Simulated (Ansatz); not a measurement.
This geometry of FH + GeH4O2 (9 atoms, charge 0, multiplicity 1) is a first-order saddle point.

Level of theory: Ansatz 0.2.0, RKS PBE0/def2-SVP.

```xyz
9
Properties=species:S:1:pos:R:3
Ge 0.052 0.186 -0.024
O 0.083 -0.021 1.952
H -0.783 -0.100 2.371
H 1.444 -0.028 -0.618
O -1.070 1.364 -0.729
H -1.820 0.899 -1.116
H -0.778 -1.133 -0.175
F 0.829 1.793 0.954
H 0.474 1.026 1.852
```

(1) Which two structures does it join? (They come from a converged band through this point; their orientation in space is the band's.)

(2) How far does it lie above each of them?

Answers

(1) Bonds broken: Ge1–O2, F8–H9. Bonds formed: Ge1–F8, O2–H9. FH + GeH4O2 becomes FGeH3O + H2O.

Initial state:

```xyz
9
Properties=species:S:1:pos:R:3
Ge -0.153 -0.127 -0.106
O -0.075 0.066 1.684
H -0.931 0.064 2.126
H 1.271 0.125 -0.573
O -1.217 1.115 -0.778
H -2.117 0.811 -0.935
H -0.744 -1.518 -0.401
F 1.481 2.082 1.602
H 0.917 1.369 1.851
```

Final state:

```xyz
9
Properties=species:S:1:pos:R:3
Ge -0.274 0.381 -0.211
O 0.879 -0.161 2.256
H 0.218 -0.499 2.870
H 1.144 -0.049 -0.546
O -0.916 1.000 -1.739
H -1.821 1.324 -1.679
H -1.276 -0.600 0.409
F -0.247 1.794 0.846
H 0.725 0.796 2.261
```

(2) 15.2 kcal/mol above the first and 22.6 kcal/mol above the second. This is the barrier of this one path; another mechanism may lie lower. The orbitals stay closed-shell, which can raise the energy where a bond breaks towards radicals; this wasn't checked here.

Run time: 3.4 min on 2 threads of Arm Neoverse V2 (shared host), peak memory 0.22 GiB.
